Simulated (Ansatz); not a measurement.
Ga2H4Cl2⁺, that is (H2Ga-mu-Cl)2 with one electron fewer. Total charge 1; doublet. Geometry PBE-D4/def2-SVP, that of the neutral singlet; atoms count from 1.

```csv
atom,x (Å),y (Å),z (Å)
Ga1,-0.728,1.219,-0.923
H2,0.238,1.837,-1.987
H3,-2.218,1.478,-0.523
Cl4,-0.504,-1.157,-1.130
Ga5,0.728,-1.219,0.923
H6,2.218,-1.478,0.523
H7,-0.239,-1.836,1.987
Cl8,0.505,1.157,1.130
```

(1) Estimate the Mulliken populations from the PBE0/def2-TZVP orbitals of Ansatz.

(2) Where does the spin sit?

(3) And the Mayer bond orders between heavy atoms (over 0.3)?

Results:

(1) 
| atom | charge (e) | spin (α − β) |
| --- | --- | --- |
| Ga1 | 0.46 | 0.01 |
| H2 | 0.09 | 0.16 |
| H3 | 0.09 | 0.16 |
| Cl4 | -0.13 | 0.18 |
| Ga5 | 0.46 | 0.01 |
| H6 | 0.09 | 0.16 |
| H7 | 0.09 | 0.16 |
| Cl8 | -0.13 | 0.18 |
Mulliken values depend strongly on the basis.

(2) Summed by element: Ga 0.01, H 0.63, Cl 0.36, of 1 unpaired in all. Largest on single atoms: Cl4 0.18, Cl8 0.18, H7 0.16.

(3) Ga1–Cl4 0.60 (2.40 Å); Ga1–Cl8 0.60 (2.40 Å); Cl4–Ga5 0.60 (2.40 Å); Ga5–Cl8 0.60 (2.40 Å).
